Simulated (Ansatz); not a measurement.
C₂H₆FNSi, SMILES `FC1NC[SiH2]1`, relaxed with RKS PBE0-D4/def2-TZVP in Ansatz from a PBE-D4/def2-SVP geometry. The force threshold is 0.005 eV/Å; the program also tests the step.

Total charge 0; spin multiplicity 1.

Start:

```xyz
11

F     1.278    0.319   -1.668
C     0.926    0.665   -0.326
N    -0.444    1.004   -0.156
C    -1.181   -0.259    0.041
Si    0.507   -0.935    0.670
H     1.637    1.465   -0.026
H    -0.851    1.760   -0.722
H    -2.022   -0.173    0.761
H    -1.551   -0.745   -0.892
H     0.679   -0.851    2.161
H     1.022   -2.251    0.157
```

Problem. By how much does the energy fall, and how many steps does the optimiser take? (Estimate.)

Solution. The calculation gave: 4.69 kJ/mol, in 7 steps.

Problem. Which bonds change most? (An estimate is asked.)

Solution. Ansatz gave: C4–Si5 from 1.924 to 1.898 Å; C2–Si5 from 1.931 to 1.910 Å; C2–H6 from 1.111 to 1.090 Å; C4–H9 from 1.115 to 1.096 Å.

Problem. Give the relaxed structure. (Best estimate.)

Solution. The calculation gave: 
```xyz
11

F     1.257    0.338   -1.657
C     0.922    0.655   -0.315
N    -0.441    0.997   -0.149
C    -1.173   -0.263    0.044
Si    0.493   -0.929    0.662
H     1.622    1.437   -0.021
H    -0.836    1.727   -0.729
H    -1.999   -0.172    0.752
H    -1.534   -0.728   -0.880
H     0.678   -0.834    2.133
H     1.011   -2.227    0.161
```
